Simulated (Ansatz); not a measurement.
Computed with Ansatz on PBE0-D4/def2-TZVP structures; ΔE is electronic, products minus reactants. CCSD(T)/CBS is the MP2 limit (def2-TZVPP, def2-QZVPP) plus CCSD(T) − MP2 in def2-TZVPP, frozen cores. This one scheme is used for every species. DFT in def2-TZVPP. B3LYP here is the variant with VWN-RPA as its local correlation; programs differ in this. def2 core potentials past Kr. For Sn outer-core shells are correlated without core-valence functions, which leaves a few kJ/mol of doubt a bond. One conformer a species, not always the lowest.

Consider the formal exchange of groups at a B–Si bond: `B[Si](O)(O)F` + `C=[CH][SnH3]` → `B[C](=C)[SnH3]` + `O[SiH](O)F`.

```
   level  ΔE (kcal/mol)
B3LYP-D4          -13.3
 ωB97X-V          -12.2
```

(1) What does CCSD(T)/CBS give? (Best estimate.)

Largest T1 diagnostic among the species: 0.013.

## Answers

(1) Ansatz gave: -13.6 kcal/mol. The listed levels differ from it by 0.3, 1.4 kcal/mol.
